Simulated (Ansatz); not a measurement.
The same path of FH + H6O2Si2 (12 atoms, charge 0, multiplicity 1) was run twice with different band settings. Lost on the way: Si1–O2, H7–F8. Made: Si1–F8, O2–H7.

These are results of Ansatz 0.2.0, RHF/def2-SVP, not measurements.

Relaxed end points:

```xyz
12
Properties=species:S:1:pos:R:3
Si 0.011 0.956 0.819
O 1.442 1.135 -0.009
O -0.529 -0.574 0.696
Si -1.239 -1.949 0.133
H -0.923 1.897 0.189
H 0.238 1.258 2.242
H 1.558 1.703 -1.704
F 1.561 1.941 -2.584
H 2.228 0.719 0.313
H -1.832 -2.683 1.269
H -0.219 -2.796 -0.522
H -2.297 -1.606 -0.841
```

```xyz
12
Properties=species:S:1:pos:R:3
Si 0.006 1.254 1.168
O 0.900 0.273 -1.730
O -0.502 -0.267 0.975
Si -0.831 -1.635 0.106
H -0.705 2.199 0.297
H -0.104 1.635 2.583
H 1.677 0.589 -1.290
F 1.577 1.355 0.794
H 0.831 0.768 -2.532
H -1.636 -2.517 0.980
H 0.415 -2.336 -0.255
H -1.627 -1.315 -1.096
```

Common settings: movable images 7; climbing image yes; spring 5.0 eV/Å²; optimiser quadratic models (default); start path through a guess of the saddle point; iteration limit 60; end points relaxed.

| run | force threshold |
| --- | --- |
| 1 | 0.05 eV/Å |
| 2 | 0.5 eV/Å |

Problem. What does each run give, and how far can it be trusted?

Solution. Run 1: converged after 33 iterations, highest image 1.405 eV above the first end. Neighbouring images differ by up to 1.3 eV, so the band resolves the path poorly. A vibrational analysis at the climbing image gives one clearly imaginary mode, 1084i cm⁻¹: a first-order saddle point.
Run 2: converged after 19 iterations, highest image 1.439 eV above the first end. The threshold of 0.5 eV/Å is loose, so the images may lie well off the minimum-energy path. Neighbouring images differ by up to 1.4 eV, so the band resolves the path poorly. The order of the stationary point at the top wasn't checked.
The orbitals stay closed-shell, which can raise the energy where a bond breaks towards radicals; this wasn't checked here.
